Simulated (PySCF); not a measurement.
# Static response to an electric field

(LiCl)3 ring, Li3Cl3.
Cartesian coordinates in Å at the PBE0-D3(BJ)/def2-SVP level; atoms count from 1:
```
atom  x, y, z in Å
Li1    1.4539    0.5140   -1.1593
Cl2   -0.3281    1.6452   -1.6410
Li3   -1.7216    0.8194   -0.2031
Cl4   -1.7817   -0.6594    1.3775
Li5    0.2733   -1.3375    1.3622
Cl6    2.1043   -0.9817    0.2637
```

Level: PBE0/def2-SVPD (PySCF), static field, nuclei fixed, core orbitals frozen in the response. The polarisability tensor in these axes (au):

```
x   70.91 -1.89 -1.77
y   -1.89 66.26 -4.96
z   -1.77 -4.96 67.04
```

Question: Diagonalise the tensor; give its mean and Δα, where Δα² is half the sum of the squared differences of the eigenvalues.

Answer: Principal values 61.00, 71.58 and 71.63 au; mean 68.07 au = 10.09 Å³ = 11.22 × 10⁻⁴⁰ C²·m²/J; Δα = 10.60 au (16 % of the mean).

Question: What is the dipole moment?

Answer: 0.04 D; point group D3h allows none, and the residue is numerical.

Question: Find the Langevin capture rate constant for NH4+ (18.034 u) meeting this molecule (125.955 u), k = 2.342 × 10⁻⁹ cm³/s × √(α in Å³ / reduced mass in u).

Answer: The reduced mass is 15.78 u, so k = 1.87 × 10⁻⁹ cm³/s.

Question: Rayleigh depolarisation ratio (linearly polarised light, static tensor)?

Answer: ρ = 3Δα²/(45ᾱ² + 4Δα²) = 337.3/(208494 + 449.7) = 0.00161.

Question: Traceless (Buckingham) quadrupole moment about the centre of nuclear charge: eigenvalues?

Answer: -0.78, -0.64, 1.42 D·Å. The electronic extent ⟨r²⟩ about the same centre is 1230 bohr², a root-mean-square distance of 2.40 Å for the 60 electrons.

Question: Refractivity n − 1 of an ideal gas of it at 500 K and 1 atm, from the electronic α?

Answer: N = p/kT = 1.4678 × 10¹⁹ cm⁻³, so n − 1 = 2π × N × 10.09 × 10⁻²⁴ cm³ = 930 × 10⁻⁶ at long wavelengths, for an ideal gas.

Isolated species at its PBE0-D3(BJ)/def2-SVP geometry (one conformer only).

The run behind these numbers computed excited states and ΔSCF ions as well. On an Arm Neoverse V1 with one thread, on a shared host, this took 21 s wall.
